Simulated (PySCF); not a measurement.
Sn(F)2(Me)2 (C2H6F2Sn), SMILES [CH3][Sn]([F])([F])[CH3].

Geometry: B3LYP-D3(BJ)/def2-SVP. The def2 effective core potentials stand for the cores of Sn; spin–orbit coupling is left out.

Method: IEF-PCM-M06-2X/def2-SVP (PySCF).

The values are the electrostatic part of the solvation free energy, E(continuum) − E(gas) at the gas-phase geometry, in a cavity of scaled van der Waals radii (PySCF's table); cavitation and dispersion terms are not included. A continuum can't describe solvent molecules that bind to the metal. In vacuum the orbital gap is 10.44 eV. The dipole moment in vacuum is 4.47 D.

```
solvent                    ε  ΔG(elec) (kcal/mol)  dipole (D)  gap (eV)
---------------------  -----  -------------------  ----------  --------
water                  78.36                 -9.4        5.41     10.35
2-propanol             19.26                 -8.9        5.34     10.36
N,N-dimethylformamide  37.22                 -9.2        5.38     10.35
```
